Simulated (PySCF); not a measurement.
Task: What does the PBE0-D3(BJ)/def2-SVP structure of `C#C[Si@H](F)S[SiH3]` look like in three dimensions?

Result: 
```xyz
11
C2H5FSSi2 angstrom
C     -1.900    1.463   -0.076
C     -1.517    0.308   -0.072
Si    -0.882   -1.401   -0.091
F     -0.946   -1.950    1.433
S      1.108   -1.433   -0.827
Si     1.876    0.405    0.019
H     -2.243    2.483   -0.081
H     -1.702   -2.302   -0.929
H      1.446    0.552    1.438
H      3.357    0.267   -0.063
H      1.433    1.584   -0.777
```

Any rigid rotation of these coordinates is as good. Atoms count from 1 in this order. The 2 S–Si bonds span 2.122 Å (Si3–S5, drawn single) to 2.165 Å (S5–Si6, drawn single), a spread of 0.043 Å. Si3 (fluorine-bound silicon) is tetrahedral (angles from 107.1° to 112.6°). Si6 (SiH3 silicon) is distorted tetrahedral (angles from 104.6° to 110.9°). Of the pairs four or more bonds apart, C1···Si6 is among the closest relative to their van der Waals radii: 3.92 Å, 103 % of the sum of Bondi's values.

Bonds between heavy atoms (Å): C1≡C2 1.217, C2–Si3 1.823, Si3–F4 1.620, Si3–S5 2.122, S5–Si6 2.165.

The calculation used PBE0-D3(BJ)/def2-SVP geometry optimisation, gas phase (PySCF).

Point group: C1 (no symmetry element, even within 0.4 Å). PBE0-D3(BJ)/def2-SVP frequencies: not computed here. The numbers are those of one conformer (C2–Si3–S5–Si6 37°).
